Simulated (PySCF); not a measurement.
# What a mistake does to a calculation on AlClGeH3N

These are calculations, not measurements. They come from PySCF 2.14.0, an open-source quantum chemistry program, on an isolated molecule that a program drew, which may never have been made. The molecule is AlClGeH3N (charge 0, singlet), drawn as the SMILES string `[NH]=[GeH][AlH][Cl]`.

Each row is a Hartree-Fock (HF) and frozen-core CCSD(T) single point in the cc-pV(D+d)Z basis, meant for a local HF minimum. Run 1 is clean. Each other run has one planted mistake out of seven kinds, and not every kind appears here: one electron removed, one electron added, multiplicity raised by two, geometry at a saddle point, minimal basis STO-3G, one bond length entered in bohr, all coordinates scaled. The reference is restricted for singlets and unrestricted otherwise, and also for a bond in bohr. Adding or removing an electron swaps singlet and doublet. Electrons count all cores. HOMO and LUMO are orbital energies over both spins, the gradient is its largest component, and the lowest frequency (negative if imaginary) is given only where the gradient is small. Bond lengths are over the 6 bonds as drawn. T1 is the CCSD diagnostic: over 0.02 (restricted) or 0.045 (unrestricted) a single reference is doubtful. Germanium has the cc-pVDZ-PP basis, with a core potential (ECP10MDF) in place of its 10 inner electrons, and its 3s, 3p and 3d shells are frozen in CCSD(T).

Geometry of the clean run:
```xyz
7
AlClGeH3N, angstrom
N    -0.7543   -1.3584   -0.3731
Ge   -1.9700   -0.2361   -0.0075
Al   -3.1130   -0.0204    2.1978
Cl   -4.6019    1.4620    2.4059
H    -0.5250   -1.9541    0.4112
H    -2.3518    0.6880   -1.1629
H    -2.7774   -0.9302    3.4277
```

| run | electrons | basis functions | <S^2> | HOMO (eV) | LUMO (eV) | gradient (hartree/bohr) | lowest frequency (cm^-1) | mean bond (Å) | longest bond (Å) | T1 | HF (hartree) | CCSD(T) (hartree) | mistake |
|---|---|---|---|---|---|---|---|---|---|---|---|---|---|
| 1 | 72 | 98 | 0.000 | -9.66 | -0.10 | 2.4e-05 | 39 | 1.7341 | 2.493 | 0.0189 | -1051.01431 | -1051.53663 | no fault |
| 2 | 71 | 98 | 0.834 | -16.22 | -5.52 | 4.4e-02 | - | 1.7341 | 2.493 | 0.0401 | -1050.73912 | -1051.21393 | one electron removed |
| 3 | 72 | 98 | 0.000 | -9.41 | -0.26 | 3.2e-02 | - | 1.8086 | 2.600 | 0.0211 | -1051.00244 | -1051.53380 | ? |
| 4 | 73 | 98 | 0.939 | -1.05 | 6.14 | 4.5e-02 | - | 1.7341 | 2.493 | 0.0364 | -1051.04195 | -1051.56256 | ? |

**Which mistake was planted in run 3, and what did it cost?**

The mean and the longest bond both change by the same factor, 1.043, and the gradient is no longer small. So the mistake is: all coordinates scaled. Subtracting run 1 and multiplying by 627.51 kcal/mol a hartree, the energy moved by 7.4 kcal/mol in HF and 1.8 kcal/mol in CCSD(T).

**Which mistake was planted in run 4, and what did it cost?**

It counts 73 electrons, one more than the clean run, at the same geometry and basis. So the mistake is: one electron added. Subtracting run 1 and multiplying by 627.51 kcal/mol a hartree, the energy moved by -17.3 kcal/mol in HF and -16.3 kcal/mol in CCSD(T).

Cautions from the logs. Run 3: T1 is over the limit, so its CCSD(T) energy is less reliable.
